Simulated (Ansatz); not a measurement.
Molecule: CrH (charge 0, sextet). SMILES: [CrH]

Atoms: Cr1, H2. Bonds: Cr1-H2.

Bond lengths (Å) and angles (degrees) optimised at HF/STO-3G with Ansatz (a program for electronic structure); HF/3-21G with Ansatz; B3LYP/LANL2DZ with Ansatz; B3LYP/6-31G* with LANL2DZ past Ar with Ansatz, each started from the B3LYP-D3(BJ)/def2-TZVP structure (Ansatz) of the last column. A row stands for all coordinates that are equal there. 6-31G* holds six Cartesian d functions.

| coordinate | HF/STO-3G | HF/3-21G | B3LYP/LANL2DZ | B3LYP/6-31G* with LANL2DZ past Ar | B3LYP-D3(BJ)/def2-TZVP |
|---|---|---|---|---|---|
| Cr1-H2 | 1.667 | 1.779 | 1.674 | 1.677 | 1.662 |

Mean signed difference of all 1 bond lengths from B3LYP-D3(BJ)/def2-TZVP: HF/STO-3G 0.005 Å, HF/3-21G 0.117 Å, B3LYP/LANL2DZ 0.011 Å, B3LYP/6-31G* with LANL2DZ past Ar 0.014 Å.
